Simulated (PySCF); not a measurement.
Ga(Cl)(SH)2 (ClGaH2S2), SMILES [Cl][Ga]([SH])[SH].

Coordinates come from a PBE0-D3(BJ)/def2-SVP optimisation. The structure was generated by enumeration; whether it is a known compound was not checked. One conformer was computed; it need not be the lowest.

Two levels are set side by side: TDDFT-PBE/def2-SVPD (PySCF) and TDDFT-CAM-B3LYP/def2-SVPD (PySCF). Vertical, same geometry. The lowest singlet is HOMO→LUMO 100 % with PBE and HOMO→LUMO 86 % with the other functional; states are paired by order. Differences are taken from unrounded values.

```tsv
quantity	TDDFT-CAM-B3LYP
lowest singlet excitation (eV)	5.28
lowest triplet excitation (TDA) (eV)	4.94
first bright state (f over 0.05) (eV)	6.73
its oscillator strength	0.28
```

What does TDDFT-PBE give, and how far is it from TDDFT-CAM-B3LYP? (An estimate is asked for; the answer gives what the named calculation found.)


```csv
quantity,TDDFT-PBE,TDDFT-PBE minus TDDFT-CAM-B3LYP
lowest singlet excitation (eV),4.52,-0.76
lowest triplet excitation (TDA) (eV),4.24,-0.70
first bright state (f over 0.05) (eV),5.68,-1.05
its oscillator strength,0.11,-0.18
```

Functionals without exact exchange tend to place singlet excitations lower, as here. Differences between two approximate levels are no errors against the true value.

Rough cost on one machine, each run with all the roots and properties that it gave: TDDFT-CAM-B3LYP against TDDFT-PBE about 6 times.
